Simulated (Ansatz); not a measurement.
`C[SiH]1BS1` + H₂ → `B1[SiH2]S1` + CH₄  (hydrogenolysis of the Si–C bond)

Program: Ansatz. Geometries: PBE0-D4/def2-TZVP. ΔE: electronic, gas phase. CBS: MP2 limit from def2 TZ/QZ plus the TZ coupled-cluster correction, frozen cores. This one scheme is used for every species. Functionals use def2-TZVPP.

`C[SiH]1BS1`:

```xyz
9

C    -1.425    0.279   -0.054
Si    0.387    0.170   -0.475
B     1.804   -0.265    0.762
S     1.346   -1.742   -0.100
H    -1.622   -0.174    0.919
H    -1.736    1.327   -0.016
H    -2.033   -0.226   -0.808
H     0.671    0.690   -1.836
H     2.608   -0.058    1.608
```

H₂:

Z-matrix (Å, degrees):
```
H
H 1 0.746
```

`B1[SiH2]S1`:

Z-matrix (Å, degrees):
```
Si
S 1 2.169
B 1 1.933 2 50.6
H 1 1.481 2 114.0 3 115.1
H 1 1.481 2 114.0 3 -115.1
H 3 1.184 1 155.2 2 -180.0
```

CH₄:

Cartesian coordinates in Å:
```
C 0.000 0.000 0.000
H 0.400 0.934 -0.393
H -0.257 0.129 1.051
H 0.749 -0.785 -0.097
H -0.892 -0.278 -0.561
```

```csv
species,BLYP-D4 energy (Eh)
`C[SiH]1BS1`,-753.68355
H₂,-1.16977
`B1[SiH2]S1`,-714.35824
CH₄,-40.50371
```

(1) Work out ΔE.

Largest T1 diagnostic among the species: 0.017.

## Answers

(1) ΔE = (-714.35824) + (-40.50371) − (-753.68355) − (-1.16977) = -0.00863 Eh = -5.4 kcal/mol. CCSD(T)/CBS gives -5.3 kcal/mol.

At CCSD(T), def2-SVP lies −3.7 kcal/mol from the extrapolated value and def2-TZVPP −0.6 kcal/mol. Leaving LDA and LC-ωPBE aside and taking each functional with its dispersion term where it has one, the values, not all of them listed here, spread over 3.0 kcal/mol, from BHLYP-D4 to revPBE-D4. LDA lies +1.3 kcal/mol from PBE without D4. In def2-TZVPP, CCSD(T) changes the Hartree–Fock value by +4.8 kcal/mol (the triples alone add +1.0 kcal/mol) and MP2 by +6.2 kcal/mol.
